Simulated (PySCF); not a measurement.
Electron correlation in Kr²⁺ (krypton, charge +2)

[Ar] 3d10 4s1 4p5, high-spin 3P determinant (an excited configuration). All numbers are calculated (PySCF 2.14, the spin-free X2C one-electron Hamiltonian (Gaussian nucleus), in x2c-TZVPPall). Frozen: [Ne]; 24 electrons correlated.

MP2 pair energies summed by pair of shells (mhartree):

```
 pair   energy  share (%)
4p-4p  -137.10       42.0
3d-3d   -79.64       24.4
3p-3d   -32.51       10.0
3d-4p   -21.77        6.7
3s-3d   -17.96        5.5
4s-4p   -15.36        4.7
3p-3p    -5.68        1.7
3d-4s    -5.37        1.6
3s-3p    -4.07        1.2
3p-4p    -3.84        1.2
3p-4s    -1.04        0.3
3s-3s    -0.97        0.3
3s-4p    -0.76        0.2
3s-4s    -0.24        0.1
```

Total MP2 correlation energy: -326.30 mhartree.

Same-spin part -90.89 and opposite-spin part -235.41 mhartree; SCS-MP2 scales them by 1/3 and 6/5 to -312.79 mhartree.

This basis was not built for core-valence correlation, so the inner-shell part is incomplete.
